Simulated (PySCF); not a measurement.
C₆H₈, SMILES C#CC1CCC1. Atoms are numbered in the order given.

```xyz
14

C      2.7007     0.2160     0.0000
C      1.5262    -0.1288     0.0000
C      0.1230    -0.5038     0.0000
C     -0.8364     0.0898     1.0832
C     -1.9404     0.1744     0.0000
C     -0.8364     0.0898    -1.0832
H      3.7393     0.5144     0.0000
H      0.0367    -1.6126     0.0000
H     -0.4881     1.0931     1.3988
H     -1.0210    -0.5252     1.9861
H     -2.5830    -0.7295     0.0000
H     -2.5947     1.0680     0.0000
H     -1.0210    -0.5252    -1.9861
H     -0.4881     1.0931    -1.3988
```
Charge 0, spin multiplicity 1.

Coordinates come from a PBE-D3(BJ)/def2-SVP optimisation.

Method: PBE-D3(BJ)/def2-SVP (PySCF).

No scaling factor is applied to the harmonic values.

Problem. Estimate the vibrational spectrum. (Estimate from the structure and the level; the computed values follow.)

Solution. 
```tsv
mode	ν (cm⁻¹)	IR (km/mol)	moving atoms (share of kinetic energy)
1	123	0.1	C 60 %, H 40 %
2	168	0.7	C 74 %, H 26 %
3	246	2.0	C 63 %, H 37 %
4	500	5.6	C 84 %, H 16 %
5	502	4.1	C 85 %, H 15 %
6	569	2.3	C 60 %, H 40 %
7	633	37.8	H 80 %, C 20 %
8	643	36.1	H 78 %, C 22 %
9	734	2.0	H 67 %, C 33 %
10	766	0.4	H 82 %, C 18 %
11	870	0.4	C 60 %, H 40 %
12	924	2.4	H 69 %, C 31 %
13	936	0.1	C 53 %, H 47 %
14	957	0.7	C 65 %, H 35 %
15	1004	0.1	C 59 %, H 41 %
16	1072	0.2	C 52 %, H 48 %
17	1080	1.1	C 68 %, H 32 %
18	1159	0.3	H 70 %, C 30 %
19	1188	0.1	H 74 %, C 26 %
20	1190	0.0	H 85 %, C 15 %
21	1202	0.0	H 76 %, C 24 %
22	1222	1.3	H 62 %, C 38 %
23	1228	0.9	H 68 %, C 32 %
24	1305	5.8	H 58 %, C 42 %
25	1398	2.0	H 92 %, C 8 %
26	1406	3.3	H 93 %
27	1434	1.0	H 86 %, C 14 %
28	2159	10.1	C 91 %, H 9 %
29	2976	7.9	H 92 %
30	2997	29.7	H 95 %
31	3002	47.9	H 95 %
32	3005	3.3	H 94 %
33	3055	8.5	H 90 %, C 10 %
34	3069	10.9	H 90 %, C 10 %
35	3075	35.7	H 90 %, C 10 %
36	3409	75.1	H 86 %, C 14 %
```
